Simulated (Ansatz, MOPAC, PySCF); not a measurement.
Lewis adduct: BH3 (SMILES B) (first 4 atoms) with H2S (SMILES S); geometry from B3LYP-D3(BJ)/def2-TZVP, rigid monomers moved along the line of their centres of mass till B1···S5 is 2.33 Å.
(charge 0, multiplicity 1):
| atom | x (Å) | y (Å) | z (Å) |
|---|---|---|---|
| B | -0.4494 | -0.3252 | 0.6695 |
| H | 0.4057 | -0.8871 | 0.0385 |
| H | -1.2478 | -1.0569 | 1.1911 |
| H | -0.8794 | 0.6904 | 0.2021 |
| S | 0.7877 | 0.3199 | 2.5393 |
| H | -0.0409 | 1.1625 | 3.1842 |
| H | 1.5519 | 1.3259 | 2.0742 |

Counterpoise-corrected where a basis set is named; no monomer relaxation. Rows marked so take none.

Cores are frozen in the correlated methods. CBS: X⁻³ extrapolation of the correlation energy, Hartree–Fock from the larger set. Rows in 3-21G, 6-31G* carry no dispersion term and start afresh at each structure (6-31G* with six Cartesian d functions). The state that PM6 reach isn't checked.

Programs: Ansatz (a first-principles code); MOPAC for PM6 (differences of heats of formation); PySCF for 3-21G rows, 6-31G* rows, the dispersion terms. Each number belongs to the level named beside it.

| level | interaction energy (meV) |
|---|---|
| PM6 | -1143.9 |
| HF/3-21G (no counterpoise) | -514.8 |
| PBE-D3(BJ)/def2-TZVPPD | -1029.7 |
| r2SCAN/def2-TZVPPD | -947.0 |
| B3LYP/6-31G* (no counterpoise) | -766.4 |
| MP2/aug-cc-pV(D+d)Z | -735.9 |
| CCSD(T)/aug-cc-pV(D+d)Z | [?] |
| CCSD(T)/aug-cc-pV(T+d)Z | -774.7 |
| CCSD(T)/CBS(aug-cc-pV(D+d)Z, aug-cc-pV(T+d)Z) | [?] |

**Question.** What belongs in the gaps?

**Answer.** 
- CCSD(T)/aug-cc-pV(D+d)Z, interaction energy (meV): -703.0
- CCSD(T)/CBS(aug-cc-pV(D+d)Z, aug-cc-pV(T+d)Z), interaction energy (meV): -798.3
